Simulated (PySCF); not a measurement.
**Magnetic susceptibility: `[N]#[Fe-]([Cl])([Cl])([Cl])[Cl]`, [Cl4FeN]-, charge -1**

Geometry:
| atom | x (Å) | y (Å) | z (Å) |
| --- | --- | --- | --- |
| Fe1 | 0.000 | -0.001 | 0.110 |
| N2 | -0.001 | -0.005 | 1.641 |
| Cl3 | 2.055 | 0.012 | -0.440 |
| Cl4 | -0.012 | 2.057 | -0.430 |
| Cl5 | -2.056 | -0.009 | -0.435 |
| Cl6 | 0.013 | -2.054 | -0.446 |

Total charge -1.

Computed, not measured: PySCF 2.14.0, GIAO wB97X-D/def2-SVP (def2-TZVP on Fe) magnetisability, rotational g tensor and spin-rotation constants, non-relativistic, gas phase. Geometry: GFN2-xTB.

For an ion the centre-of-mass motion in the field is neglected.

(1) What are the magnetisability and the molar susceptibility?

(2) Split it along the inertial axes a, b, c into diamagnetic and paramagnetic parts about the centre of mass, with the quadrupole moment.

(3) And the rotational g tensor?

## Answers

(1) Isotropic -385 × 10⁻³⁰ J/T², or -23.2 × 10⁻⁶ cm³/mol; principal values -1068, -43, -43 × 10⁻³⁰ J/T², anisotropy 1025 × 10⁻³⁰ J/T² (root of half the summed squared differences of the principal values). The susceptibility is in cgs units.

(2) 
```tsv
axis	χ (10⁻⁶ cm³/mol)	diamagnetic (10⁻⁶ cm³/mol)	paramagnetic (10⁻⁶ cm³/mol)	summed x² of all electrons (Å²)	quadrupole Θ (D Å)
a	-2.6	-874.8	872.2	161.1	-5.31
b	-2.6	-874.8	872.2	161.1	-5.31
c	-64.3	-1366.9	1302.6	45.1	+10.62
```
Anisotropies 2χaa − χbb − χcc = +61.7 and 2χbb − χaa − χcc = +61.7 × 10⁻⁶ cm³/mol. Θ is traceless in Buckingham's convention.

(3) 
```
axis  rotational constant (GHz)        g  nuclear part  electronic part
   a                     1.4215  -0.0909        0.4916          -0.5824
   b                     1.4192  -0.0907        0.4908          -0.5815
   c                     0.8551  -0.0336        0.4897          -0.5233
```
Oblate top; isotopes 35Cl, 56Fe, 14N; no vibrational averaging.
